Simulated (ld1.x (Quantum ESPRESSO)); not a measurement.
## u(r) = r·R(r): atom against pseudo-atom (lanthanum)

Columns: radius, all-electron u(r) and pseudo u(r) of the 5p shell (level -44.91 eV) of lanthanum in the configuration [Kr] 4d10 4f0 5s2 5p6 5d0 6s0 6p0; LDA (PZ), scalar-relativistic, TM scheme, ld1.x (Quantum ESPRESSO) 7.5.

| r (bohr) | all-electron | pseudo |
| --- | --- | --- |
| 0.098 | 0.0615 | -0.0043 |
| 0.195 | -0.3065 | -0.0173 |
| 0.292 | -0.1220 | -0.0394 |
| 0.390 | 0.2292 | -0.0716 |
| 0.488 | 0.4387 | -0.1148 |
| 0.585 | 0.4504 | -0.1694 |
| 0.682 | 0.3191 | -0.2365 |
| 0.780 | 0.1108 | -0.3168 |
| 0.878 | -0.1183 | -0.4081 |
| 0.975 | -0.3314 | -0.5057 |
| 1.072 | -0.5134 | -0.6047 |
| 1.170 | -0.6584 | -0.6986 |
| 1.268 | -0.7640 | -0.7781 |
| 1.365 | -0.8331 | -0.8368 |
| 1.463 | -0.8719 | -0.8725 |
| 1.560 | -0.8849 | -0.8849 |
| 1.658 | -0.8775 | -0.8775 |
| 1.755 | -0.8546 | -0.8546 |
| 1.852 | -0.8205 | -0.8205 |
| 1.950 | -0.7779 | -0.7779 |
| 2.047 | -0.7306 | -0.7306 |
| 2.145 | -0.6799 | -0.6799 |
| 2.242 | -0.6286 | -0.6286 |
| 2.340 | -0.5769 | -0.5769 |
| 2.438 | -0.5266 | -0.5266 |
| 2.535 | -0.4787 | -0.4787 |

(1) How many radial nodes do the two functions have?

(2) At about which radius was the pseudo-wave matched?

(3) Is the pseudo-wave norm-conserving?

Answers

(1) The all-electron 5p function has n − l − 1 = 3; the pseudo-wave has 0, since the states of the same l below it are removed with the core.

(2) 1.70 bohr. The columns agree to 0.0005 from 1.56 bohr on; several derivatives are matched, so the curves merge somewhat inside the radius.

(3) Yes: the TM scheme keeps the norm inside the radius equal to the all-electron one, which fixes the energy derivative of the logarithmic derivative at the level.
